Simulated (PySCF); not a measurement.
C₅H₇F, SMILES CC1=C(F)CC1.

Geometry: PBE0-D3(BJ)/def2-SVP. This is a generated structure with no PubChem entry under its InChIKey; it may be hypothetical.

Computed with PBE/def2-TZVP (PySCF).

The molecule is in vacuum.

**Question.** Estimate the frontier levels, gap, dipole moment and polarisability. (An estimate is asked for; the answer gives what the named calculation found.)

**Answer.** 
```yaml
highest_occupied_level: -5.50 eV
lowest_empty_level: -0.09 eV
orbital_gap: 5.41 eV
dipole_moment: 1.33 D
quadrupole, principal values (traceless, Buckingham form, about the centre of nuclear charge): -3.37, 0.38, 3.00 D·Å
mean_static_polarisability: 60.4 bohr³ (8.95 Å³)
polarisability_principal_values: 46.5, 61.0, 73.6 bohr³
```
